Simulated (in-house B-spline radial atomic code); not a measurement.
The numbers below are computed, except where a source is named.
Stopping and range of 50 keV Zn in InSb

The pair potential comes from two frozen, spherical free-atom densities (PBE, B-spline radial code, scalar-relativistic past argon): electrostatics plus the change in Thomas-Fermi kinetic and Dirac exchange energy where they overlap, the recipe behind the universal ZBL potential, which averages such potentials (from solid-state densities) over many pairs. It is written V = (Z1 Z2 e²/r) φ(r/a), with e² = 14.3996 eV·Å and a = 0.46850 Å/(Z1^0.23 + Z2^0.23); ZBL's fit is φ = 0.18175 e^(−3.1998x) + 0.50986 e^(−0.94229x) + 0.28022 e^(−0.4029x) + 0.02817 e^(−0.20162x). Where φ falls below 4e-4 it is continued as an exponential.

The target is taken as amorphous, with density 5.77 g/cm³ (NSM archive of the Ioffe Institute); channelling is ignored. Masses: Zn 65.38, In 114.82, Sb 121.76 u. Nuclear stopping is S_n = 4π a Z1 Z2 e² M1/(M1 + M2) × s_n(ε), with s_n integrated over impact parameters for each pair. Electronic stopping is Lindhard and Scharff's S_e = Z1^(1/6) 8π e² a0 Z1 Z2/(Z1^(2/3) + Z2^(2/3))^(3/2) × v/v0, with a0 = 0.529177 Å and v = v0 at 24.801 keV/u; it misses the oscillations with Z1 seen in experiment, which reach tens of per cent. Compounds add by atom fraction.

```
target atom    a (Å)  ε at this energy  s_n, this pair  s_n, ZBL potential
         In  0.10110            0.1522          0.3431              0.3366
         Sb  0.10061            0.1486           0.342              0.3357
```

Question: What are the atom density and the stopping powers at entry?

Answer: N = 5.77 × 0.602214/118.29 = 0.02938 atoms/Å³. For In: S_n = 9757 × 0.3431 = 3348 eV·Å², S_e = 3.5226 × √50000 = 787.7 eV·Å². For Sb: S_n = 9731 × 0.342 = 3328 eV·Å², S_e = 3.5817 × √50000 = 800.9 eV·Å². Averaged over the target's atoms (half each) and times N × 10 Å/nm, the ion loses N S_n = 980 eV/nm to recoils and N S_e = 233 eV/nm to electrons; the nuclear share is 81 %.

Along the track:

| E (keV) | N S_n (eV/nm) | N S_e (eV/nm) |
| --- | --- | --- |
| 2.5 | 420 | 52.2 |
| 7.5 | 638 | 90.4 |
| 15 | 785 | 128 |
| 25 | 882 | 165 |
| 37.5 | 945 | 202 |
| 50 | 980 | 233 |

Question: Estimate the path length and the projected range.

Answer: With continuous slowing down the path is the integral of dE/(N (S_n + S_e)). Trapezoids over the table give 50.2 nm, and the stretch below the first row, with stopping taken as √E, adds 2E/(N S) = 11 nm: 60.8 nm in all, against 59.6 nm on a fine grid from 5 eV. Deflections shorten the depth: to first order in the energy passed on, N (S_n + S_e) dR_p/dE = 1 − N S_n (M2/M1) R_p/(2E), summed over the target's atoms, and integrating this on the fine grid gives R_p = 27.2 nm, 0.46 of the path. Lindhard's rule of thumb R/(1 + M2/3M1), with mean M2/M1 = 1.81, gives 37.2 nm. On the ZBL potential the same equation gives 27.7 nm, and the full integral equation, which keeps hard collisions, 29.6 nm.
